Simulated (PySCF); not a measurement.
`[BH3-][O+]1CCC[C@H]1O[SiH3]`: 4 charge schemes on one density

Species: C₄H₁₃BO₂Si.
Atom-mapped SMILES: `[BH3-:1][O+:2]1[CH2:3][CH2:4][CH2:5][C@H:6]1[O:7][SiH3:8]` (hydrogens: H9, H10, H11 on B1; H12, H13 on C3; H14, H15 on C4; H16, H17 on C5; H18 on C6; H19, H20, H21 on Si8)

Structure used (PBE0-D3(BJ)/def2-SVP), in Å, numbered top down from 1:
```
atom  x, y, z in Å
B1    -0.343    0.995   -1.891
O2    -0.391    0.051   -0.582
C3    -1.587   -0.696   -0.294
C4    -1.461   -1.023    1.181
C5    -0.740    0.212    1.711
C6     0.285    0.485    0.628
O7     1.413   -0.267    0.814
Si8    2.762   -0.284   -0.208
H9    -0.765    0.281   -2.785
H10   -1.061    1.953   -1.623
H11    0.843    1.277   -1.994
H12   -1.609   -1.564   -0.966
H13   -2.448   -0.045   -0.514
H14   -2.438   -1.197    1.653
H15   -0.837   -1.917    1.328
H16   -1.431    1.066    1.780
H17   -0.250    0.069    2.683
H18    0.515    1.551    0.467
H19    3.797   -1.007    0.580
H20    2.475   -1.019   -1.469
H21    3.198    1.114   -0.485
```

Density: PBE0/pcSseg-1 (PySCF); schemes: Mulliken, IAO, Hirshfeld and ESP-fitted. Isolated species at its PBE0-D3(BJ)/def2-SVP geometry (one conformer only).

**Question.** Atoms with like bonding are taken together and averaged. Do the Mulliken, IAO, Hirshfeld and ESP-fitted schemes agree on where the charge is lowest?

**Answer.** All schemes agree: Mulliken O7 (-0.635); IAO O7 (-0.615); Hirshfeld O7 (-0.216); ESP-fitted O7 (-0.429).

**Question.** At which atom do the 4 schemes differ most?

**Answer.** At O2: from -0.594 (Mulliken) to +0.006 e (Hirshfeld), 0.600 e apart.

**Question.** Do the Mulliken, IAO, Hirshfeld and ESP-fitted schemes agree on where the charge is highest?

**Answer.** All schemes agree: Mulliken Si8 (+0.661); IAO Si8 (+0.826); Hirshfeld Si8 (+0.387); ESP-fitted Si8 (+0.556).

**Question.** Give the atomic charges in each scheme.

**Answer.** In e; atoms taken as equivalent share a row and are averaged (×n: the atom named and its like, n in all):

```tsv
atom	environment	Mulliken	IAO	Hirshfeld	ESP-fitted
B1	four-coordinate boron	-0.001	-0.305	-0.064	-0.008
O2	oxygen bonded to B and 2 C	-0.594	-0.201	+0.006	+0.006
C3	sp3 carbon bound to oxygen	+0.121	-0.057	+0.033	-0.081
C4	ring CH2 carbon	-0.283	-0.268	-0.068	-0.040
C5	ring CH2 carbon	-0.227	-0.273	-0.072	-0.247
C6	sp3 carbon bearing two oxygens	+0.420	+0.272	+0.136	+0.327
O7	silyl ether oxygen	-0.635	-0.615	-0.216	-0.429
Si8	oxygen-bound silicon	+0.661	+0.826	+0.387	+0.556
H9/H10/H11	B–H hydrogen	-0.075	-0.029	-0.103	-0.134
H12	methylene hydrogen	+0.152	+0.167	+0.062	+0.108
H13	methylene hydrogen	+0.140	+0.149	+0.054	+0.104
H14	methylene hydrogen	+0.146	+0.154	+0.056	+0.070
H15	methylene hydrogen	+0.147	+0.150	+0.047	+0.064
H16	methylene hydrogen	+0.139	+0.147	+0.052	+0.101
H17	methylene hydrogen	+0.155	+0.164	+0.056	+0.109
H18	methine hydrogen	+0.151	+0.150	+0.054	+0.063
H19/H20/H21	Si–H hydrogen	-0.089	-0.124	-0.071	-0.101
```

Mean size of the charges over all atoms: Mulliken 0.213 e, IAO 0.208 e, ESP-fitted 0.144 e, Hirshfeld 0.090 e. Each set sums to the total charge, 0, to within 0.001 e. The IAO scheme projects the occupied orbitals on a minimal set of polarised atomic orbitals and counts the electrons in each atom's part of it. The Hirshfeld scheme divides the density at each point in proportion to the densities of the neutral, spherically averaged free atoms.

Some averages cover members that differ in this geometry: H19/H20/H21, Mulliken -0.102 to -0.074 e.

**Question.** How closely do the schemes follow one another over all atoms?

**Answer.** Correlation coefficient and root-mean-square difference: Hirshfeld with ESP-fitted 0.95, 0.091 e; IAO with Hirshfeld 0.91, 0.177 e; IAO with ESP-fitted 0.90, 0.131 e; Mulliken with IAO 0.90, 0.127 e; Mulliken with ESP-fitted 0.83, 0.164 e; Mulliken with Hirshfeld 0.82, 0.200 e.

**Question.** Sum the charges by element, for elements with more than one atom.

**Answer.** 
| element | atoms | Mulliken | IAO | Hirshfeld | ESP-fitted |
| --- | --- | --- | --- | --- | --- |
| O | 2 | -1.229 | -0.816 | -0.210 | -0.423 |
| C | 4 | +0.030 | -0.326 | +0.029 | -0.041 |
| H | 13 | +0.538 | +0.622 | -0.142 | -0.085 |

**Question.** How many electrons does the Hirshfeld scheme count on Si8?

**Answer.** Z − q = 14 − (+0.387) = 13.613.
